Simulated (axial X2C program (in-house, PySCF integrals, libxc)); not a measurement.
Correcting the dissociation energy of HBr⁺ for spin–orbit coupling

A spin-free CCSD(T) curve (one-electron X2C) was computed with an axial X2C code built on PySCF integrals, basis Br dyall-cv3z [8s9p6d4f1g], H dyall-v3z [6s2p1d] (cores contracted in-house), for the state M_S = 1/2, Λ = 1 (beyond evenly filled blocks: π+α, π+β, π-α). It gives D0 = 3.777 eV to Br+ + H, which in a spin-free picture are the weighted means of the ground terms.

Correlated methods: 7 electrons correlated (number of frozen shells: Br 3 s, 2 p, 1 d; H none), 145 virtual spin orbitals or spinors in MP2, 70 natural virtuals in coupled cluster.

Measured levels of the ground terms (NIST Handbook of Basic Atomic Spectroscopic Data), in cm⁻¹: Br+ 3P: J = 2 at 0, J = 1 at 3136.5, J = 0 at 3837.4; H 2S: J = 1/2 at 0.

The two components of the molecular doublet are 2737 cm⁻¹ apart in the PBE0 2c search (Ω = 3/2 lower), so the lower one lies 1368 cm⁻¹ under their mean.

Q: How far does each ground level lie under the (2J+1)-weighted mean of its term?

A: Br+: (5 × 0 + 3 × 3136.5 + 1 × 3837.4)/9 = 1472 cm⁻¹; H: a single level, 0.

Q: Correct D0.

A: D0 = 3.777 + (1368 − 1472)/8065.5 = 3.764 eV at CCSD(T) with these spin–orbit terms. The direct two-component run gives 3.742 eV; the difference holds second-order terms in the molecule, scalar two-electron terms, the gap between measured and computed atomic splittings (a 2c atom can miss part of its lowering) and, in coupled cluster, the truncation of each run.

Second-order spin–orbit effects in the molecule, which grow quickly with Z, are left out. Occupations by symmetry block were frozen at the best pattern of an incomplete PBE0 search. De is counted from the lowest determinant-based energies of the atoms at the same level, without counterpoise correction. CCSD and (T) use frozen natural virtuals with an MP2 correction for the truncation; (T) itself is uncorrected, so its De runs slightly low.
